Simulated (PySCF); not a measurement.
Compound: Au(PF3)H (singlet state).
Cartesian coordinates in Å at the PBE0-D3(BJ)/def2-SVP level; atoms count from 1:
```
atom  x, y, z in Å
Au1   -0.032    0.029   -1.633
P2     0.002    0.006    0.655
F3    -1.109    0.780    1.462
F4     1.279    0.566    1.390
F5    -0.101   -1.397    1.368
H6    -0.039    0.017   -3.243
```

Level of theory: PySCF, TDDFT CAM-B3LYP/def2-SVPD, vertical, gas phase, core orbitals frozen in the response, def2 core potentials past Kr. Spin–orbit coupling is left out.

Ground-to-excited transition dipoles (e·a0, same axes as the geometry; the sign carries no meaning), for the states with f of 0.002 or more among the lowest 9:

```csv
state,E (hartree),μx,μy,μz
S1,0.1879,-0.743,0.185,-0.012
S2,0.1882,0.184,0.741,-0.019
S5,0.2298,-0.262,-0.386,0.008
S6,0.2298,0.387,-0.264,0.010
S8,0.2486,0.105,-0.050,-0.014
S9,0.2489,0.040,0.099,0.001
```

(1) What oscillator strength does each state have?

(2) What angle do the transition dipoles of S1 and S2 make?

Results:

(1) f = (2/3) ΔE |μ|² with ΔE in hartree (27.2114 eV).

```
state  |μ|² (au)  |μ| (D)      f
   S1      0.587     1.95  0.073
   S2      0.584     1.94  0.073
   S5      0.217     1.18  0.033
   S6      0.220     1.19  0.034
   S8      0.014     0.30  0.002
   S9      0.011     0.27  0.002
```

(2) |cos θ| = |μa·μb| / (|μa| |μb|) = 0.00, so θ ≈ 90° (taken between 0 and 90°, since the signs are arbitrary).

S5/S6 and S8/S9 coincide within about 0.01 eV; within a degenerate level the directions of the single components are arbitrary.

The vertical ionisation energy (ΔSCF) is 10.13 eV, 3.36 eV above S9.
